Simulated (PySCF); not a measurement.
Predicted microwave data (PBE0-D3(BJ)/def2-SVP geometry optimisation, gas phase in PySCF 2.14.0) for one isomer of C6H9F:

| Quantity | Value |
| --- | --- |
| Rotational constants | A = 3691, B = 2874, C = 1926 MHz |
| Dipole components | \|μa\| = 1.74 D, \|μb\| = 0.17 D, \|μc\| = 0.65 D |
| Inertial defect | -50.34 u·Å² |
| κ | 0.07 |

Question: Which structure is it? (One computed conformer of each.)
A. `[CH2:1]=[CH:2]/[C:3](=[CH:4]\[CH3:5])[CH2:6][F:7]` with C1–C2–C3–C4 -179°, C2–C3–C6–F7 180°
B. `[CH3:1][C@@H:2]1[CH2:3][CH:4]=[CH:5][C@@H:6]1[F:7]` with C1–C2–C3–C4 -95°, C2–C3–C4–C5 -15°, C4–C5–C6–F7 139°, C1–C2–C6–C5 95°
C. `[CH2:1]=[C:2]([CH3:3])/[CH:4]=[CH:5]\[CH2:6][F:7]` with C1–C2–C4–C5 180°, C4–C5–C6–F7 169°
D. `[CH2:1]=[C:2]1[CH2:3][CH2:4][C@@H:5]1[CH2:6][F:7]` with C4–C5–C6–F7 70°

Answer: B. It is C[C@@H]1CC=C[C@@H]1F, an asymmetric top, point group C1. The candidates at the same level (rigid rotor, commonest isotopes):

```csv
SMILES,A (MHz),B (MHz),C (MHz),μa (D),μb (D),μc (D),Δ (u·Å²),point group,rotor
C[C@@H]1CC=C[C@@H]1F,3691,2874,1926,1.74,0.17,0.65,-50.34,C1,asymmetric top
C=C/C(=C\C)CF,2532,2454,1266,1.36,0.07,0.01,-6.34,near Cs,asymmetric top
C=C(C)/C=C\CF,6631,1261,1076,1.54,0.71,0.27,-7.28,C1,near-prolate asymmetric top
C=C1CC[C@@H]1CF,4507,1906,1443,1.47,0.10,0.25,-27.19,C1,asymmetric top
```

`C=C(C)/C=C\CF` has A 80 % too high; `C=C/C(=C\C)CF` has C 34 % too low; `C=C1CC[C@@H]1CF` has B 34 % too low. No structure here is proved a minimum.
